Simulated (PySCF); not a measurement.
Electronic absorption of C3H7FOSi

Species: C3H7FOSi.
SMILES: `FC[C@H]1C[SiH2]O1`

Method used: TDDFT wB97X-D/def2-SVPD, vertical, gas phase, core orbitals frozen in the response in PySCF 2.14.0, density-fitted response routines. The structure is a single GFN2-xTB conformer in the gas phase; no vibrational or solvent corrections. Torsions of this conformer, `[F:1][CH2:2][C@H:3]1[CH2:4][SiH2:5][O:6]1`: F1–C2–C3–C4 71°.

```json
{"state": "S1", "E (eV)": "6.59", "ν̃ (cm⁻¹)": "53130", "f": "0.0011", "main configurations (H = HOMO, L = LUMO)": "H→L (93%)"}
{"state": "S2", "E (eV)": "6.95", "ν̃ (cm⁻¹)": "56040", "f": "0.054", "main configurations (H = HOMO, L = LUMO)": "H-1→L (96%)"}
{"state": "S3", "E (eV)": "7.59", "ν̃ (cm⁻¹)": "61190", "f": "0.011", "main configurations (H = HOMO, L = LUMO)": "H-2→L (92%)"}
{"state": "S4", "E (eV)": "7.85", "ν̃ (cm⁻¹)": "63320", "f": "0.011", "main configurations (H = HOMO, L = LUMO)": "H→L+1 (69%), H→L+2 (20%)"}
{"state": "S5", "E (eV)": "8.14", "ν̃ (cm⁻¹)": "65620", "f": "0.023", "main configurations (H = HOMO, L = LUMO)": "H-1→L+1 (76%), H-1→L+2 (15%)"}
{"state": "S6", "E (eV)": "8.49", "ν̃ (cm⁻¹)": "68480", "f": "0.011", "main configurations (H = HOMO, L = LUMO)": "H→L+2 (61%), H→L+1 (17%)"}
{"state": "S7", "E (eV)": "8.72", "ν̃ (cm⁻¹)": "70320", "f": "0.015", "main configurations (H = HOMO, L = LUMO)": "H-4→L (27%), H-5→L (15%), H-1→L+2 (10%)"}
{"state": "S8", "E (eV)": "8.75", "ν̃ (cm⁻¹)": "70560", "f": "0.038", "main configurations (H = HOMO, L = LUMO)": "H-2→L+1 (42%), H-1→L+2 (20%), H-2→L+2 (14%)"}
```

Triplets (Tamm–Dancoff): T1 6.32 eV, H→L (84%); T2 6.41 eV, H-1→L (85%); T3 7.32 eV, H-2→L (89%).

The lowest singlet comes at 188 nm (636 kJ/mol) in the vacuum ultraviolet; it is very weak; its leading configuration is HOMO→LUMO (93%). The strongest level in the table is S2 at 6.95 eV (178 nm, f = 0.054). Löwdin shares by element: HOMO oxygen 47%, carbon 19% or more, silicon 10% (atoms not listed hold the other 24%); LUMO silicon 39%, hydrogen 24% or more, oxygen 14% (atoms not listed hold the other 23%). The oscillator strengths of these states sum to 0.164; summed over the whole spectrum of an exact calculation they would give the number of electrons, 56 (Thomas–Reiche–Kuhn). Orbital energies (eV): HOMO-3 -11.90, HOMO-2 -10.88, HOMO-1 -10.37, HOMO -10.02, LUMO 1.32, LUMO+1 2.17, LUMO+2 2.50. Weighted by f, the mean energy of these states is 7.90 eV. The window holds the lowest 8 singlets.

Time: 28 s wall; peak memory 0.81 GiB. Hardware: one thread of an Arm Neoverse V1, shared host with 32 logical CPUs at a one-minute load of 10.
